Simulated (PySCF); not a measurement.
Gas-phase thermal properties of MgCl

Energies from PySCF (xtb for GFN2), thermal terms from the rigid-rotor harmonic-oscillator model, ideal gas at 1 bar. 'Table' is the NASA 1993 thermochemical table (part measured, part estimated). 6-31G* has spherical d functions here. Open shells (unrestricted): MgCl (multiplicity 2). GFN2 has no spin-polarisation term. B3LYP is the form with VWN-RPA correlation. The harmonic model lacks anharmonicity and excited electronic states, which grow with temperature; levels with a mode under 35 cm⁻¹ are left out. The table's entry may be an old estimate for MgCl (not checked at source).

| level | point group | σ | ZPE (kJ/mol) | S°298 (J/mol/K) | Cp298 (J/mol/K) | S°1000 (J/mol/K) | H1000 − H298 (kJ/mol) |
|---|---|---|---|---|---|---|---|
| table | - | - | - | 233.4 | 34.9 | 277.6 | 25.8 |
| B3LYP/6-31G* | C∞v | 1 | 2.6 | 233.8 | 34.9 | 277.9 | 25.7 |
| GFN2-xTB | C∞v | 1 | 2.3 | 234.1 | 35.4 | 278.4 | 25.8 |
| HF/6-31G* | C∞v | 1 | 2.7 | 233.6 | 34.7 | 277.6 | 25.6 |
| PBE/def2-SVP | C∞v | 1 | 2.7 | 233.8 | 34.8 | 277.7 | 25.6 |
| PBE0/def2-TZVP | C∞v | 1 | 2.7 | 233.5 | 34.8 | 277.4 | 25.6 |
σ: rotational symmetry number. Electronic degeneracy used: 2. Frequencies are unscaled.
